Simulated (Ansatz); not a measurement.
Geometry optimisation, DFT PBE, scalar-relativistic, plane waves, PAW (Ansatz 0.2.0).

input.yaml

```yaml
crystal:
  lattice:
    - [7.398, 0.0, 0.0]
    - [-3.699, 6.406856, 0.0]
    - [0.0, 0.0, 11.0]
  atoms:
    - { symbol: C, position: [0.0, 0.0, 0.09090909] }
    - { symbol: C, position: [0.22222222, 0.11111111, 0.09090909] }
    - { symbol: C, position: [0.0, 0.33333333, 0.09090909] }
    - { symbol: C, position: [0.22222222, 0.44444444, 0.09090909] }
    - { symbol: C, position: [0.0, 0.66666666, 0.09090909] }
    - { symbol: C, position: [0.22222222, 0.77777777, 0.09090909] }
    - { symbol: C, position: [0.33333333, 0.0, 0.09090909] }
    - { symbol: C, position: [0.55555556, 0.11111111, 0.09090909] }
    - { symbol: C, position: [0.33333333, 0.33333333, 0.09090909] }
    - { symbol: C, position: [0.55555555, 0.44444444, 0.09090909] }
    - { symbol: C, position: [0.33333333, 0.66666666, 0.09090909] }
    - { symbol: C, position: [0.55555555, 0.77777777, 0.09090909] }
    - { symbol: C, position: [0.66666667, 0.0, 0.09090909] }
    - { symbol: C, position: [0.88888889, 0.11111111, 0.09090909] }
    - { symbol: C, position: [0.66666667, 0.33333333, 0.09090909] }
    - { symbol: C, position: [0.88888889, 0.44444444, 0.09090909] }
    - { symbol: C, position: [0.66666666, 0.66666666, 0.09090909] }
    - { symbol: C, position: [0.88888889, 0.77777777, 0.09090909] }
    - { symbol: Au, position: [0.18518519, 0.03703704, 0.28363636], spin: 1.0 }
magnetization:
  spin_polarized: true
basis:
  ecutwfc: 420.0
kpoints:
  mp_grid: { grid: [2, 2, 1] }
hamiltonian:
  xc: pbe
scf:
  occupations: { method: gaussian, width: 0.05 }
  lower_state_search: "off"
relax:
  f_tol: 0.03
  max_steps: 60
  adjacent_minimum: "off"
```

Command:

```bash
$ ansatz run input.yaml --threads 2 --pin off --max-ram 5120MiB --backend cpu --events-out ev --progress --plain --runs-dir out
```

Where does it end, and by what steps?

It converged. The force dipped under the threshold on the way, but the program's further checks kept it going. Limits of this set-up: slab without dipole correction. After 6 steps the energy has fallen by 0.455 eV; Au19 moved furthest, 0.58 Å.

| step | energy less start (eV) | largest force component (eV/Å) | accepted |
| --- | --- | --- | --- |
| 0 | 0.0000 | 1.971 | yes |
| 1 | -0.3226 | 0.774 | yes |
| 2 | -0.4300 | 0.152 | yes |
| 3 | -0.4526 | 0.128 | yes |
| 4 | -0.4532 | 0.110 | yes |
| 5 | -0.4554 | 0.010 | yes |
| 6 | -0.4554 | 0.010 | yes |

```xyz
19
Lattice="7.3980 0.0000 0.0000 -3.6990 6.4069 0.0000 0.0000 0.0000 11.0000" Properties=species:S:1:pos:R:3
C -0.012 -0.032 1.019
C 1.233 0.687 1.160
C -1.233 2.111 0.964
C 0.000 2.825 0.964
C -2.466 4.246 0.963
C -1.231 4.957 0.963
C 2.478 -0.032 1.019
C 3.701 0.686 0.964
C 1.233 2.125 1.020
C 2.466 2.825 0.964
C 0.001 4.247 0.943
C 1.233 4.958 0.947
C 4.932 -0.026 0.943
C 6.163 0.686 0.964
C 3.699 2.111 0.964
C 4.932 2.823 0.956
C 2.465 4.247 0.943
C 3.697 4.957 0.963
Au 1.233 0.682 3.497
```

Time of the run: 56 s on 2 CPU threads of a shared host.
